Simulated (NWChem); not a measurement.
Atomisation of ethylmethylamine (C₃H₉N)

```
C
H 1 1.1140
H 1 1.1261 2 105.20
N 1 1.4549 2 107.77 3 120.89
H 4 1.0278 1 109.22 2 176.01
C 4 1.4504 5 109.79 1 -125.80
H 6 1.1091 4 110.18 5 -53.99
H 6 1.1118 7 107.06 4 119.46
H 6 1.1238 7 107.74 8 114.32
C 1 1.5256 2 109.51 3 -117.60
H 10 1.1082 1 111.27 2 58.02
H 10 1.1085 11 108.65 1 122.02
H 10 1.1112 11 107.31 12 116.11
```
Charge 0, spin multiplicity 1.

All runs are NWChem calculations. Structure: optimised with PBE/def2-SVP, a minimum by its harmonic frequencies. It is one conformer; others weren't searched.

Basis set: def2-TZVP. The atomisation energy is electronic alone: no zero-point, thermal, spin-orbit or counterpoise terms. No value is extrapolated to the basis-set limit. Free atoms are single determinants with multiplicities C 3, N 4, H 2. Correlated methods freeze the same cores in atoms and molecule, 4 orbitals in all.

B3LYP has NWChem's definition, with VWN1-RPA local correlation. No SCF solution was tested for a lower state. Open-shell Hartree-Fock references start from PBE0 orbitals.

For the atomisation energy, MP2 gives 1126.7 kcal/mol and PBE0 gives 1165.2 kcal/mol. What do B3LYP, M06-2X, PBE give?

B3LYP: 1160.4 kcal/mol; M06-2X: 1161.6 kcal/mol; PBE: 1181.3 kcal/mol.
